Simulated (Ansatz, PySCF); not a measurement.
Torsion H3–N1–Pb2–H5 in H3NPb (SMILES [NH2][PbH]); at each angle all else is relaxed with GFN2-xTB, and the levels are single points there.
Geometry at 180° (charge 0, multiplicity 1):
```xyz
5

N     -0.7182    -0.0233    -0.0876
Pb     1.0617    -1.1504    -0.3806
H     -1.5245    -0.3137     0.4423
H     -0.9118     0.8945    -0.4500
H      1.8797     0.1396    -1.4120
```

On the grid 0° to 330°, 90° is the highest and 180° the lowest point at MP2/CBS(def2-TZVPP, def2-QZVPP) + ΔCCSD(T)/def2-TZVPP.

Correlated levels freeze the cores. Filled d and f shells under p-block atoms count as core. CBS: X⁻³ extrapolation of the correlation energy, Hartree–Fock from the larger set.

Run with Ansatz (Gaussian orbitals); PySCF for the dispersion terms. Each number belongs to the level named beside it. In def2 rows elements past Kr take small-core potentials, without spin–orbit coupling.

PBE/def2-TZVPP gives 46.0 kJ/mol for the energy at 90° less that at 180°.

Task: Where do these levels fall relative to PBE: PBE-D3(BJ)/def2-TZVPP, r2SCAN/def2-TZVPP, B3LYP/def2-TZVPP, wB97M-V/def2-TZVPP, MP2/CBS(def2-TZVPP, def2-QZVPP), MP2/CBS(def2-TZVPP, def2-QZVPP) + ΔCCSD(T)/def2-TZVPP.

Result: PBE-D3(BJ)/def2-TZVPP 0.1; r2SCAN/def2-TZVPP 1.8; B3LYP/def2-TZVPP 0.0; wB97M-V/def2-TZVPP 0.5; MP2/CBS(def2-TZVPP, def2-QZVPP) -1.3; MP2/CBS(def2-TZVPP, def2-QZVPP) + ΔCCSD(T)/def2-TZVPP -3.3 kJ/mol. 4 of 6 lie above PBE; the widest gap is to MP2/CBS(def2-TZVPP, def2-QZVPP) + ΔCCSD(T)/def2-TZVPP.

Ansatz is a first-principles code.
